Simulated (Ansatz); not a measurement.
The molecule HfSe, multiplicity 3 (an upper state: multiplicity 1 came lower at CCSD(T)/def2-TZVPP on PBE0 minima). No spin–orbit coupling. Se is treated without relativity.

Seven points along R, fitted to fifth degree in 1/R; most abundant isotopes. Runs in def2 and cc sets follow the lowest solution found near the PBE0 minimum.

The values were computed with Ansatz (a program for electronic structure) with Gaussian orbitals. Each number belongs to the level named beside it. In def2 rows elements past Kr take small-core potentials, without spin–orbit coupling.

Question: What bond length and harmonic frequency does PBE/def2-TZVPP give?

Answer: r_e = 2.346 Å, ω_e = 313 cm⁻¹.

Question: What bond length and harmonic frequency does PBE0/def2-TZVPP give?

Answer: r_e = 2.330 Å, ω_e = 327 cm⁻¹.

Question: What bond length and harmonic frequency does wB97X-V/def2-TZVPP give?

Answer: r_e = 2.327 Å, ω_e = 335 cm⁻¹.
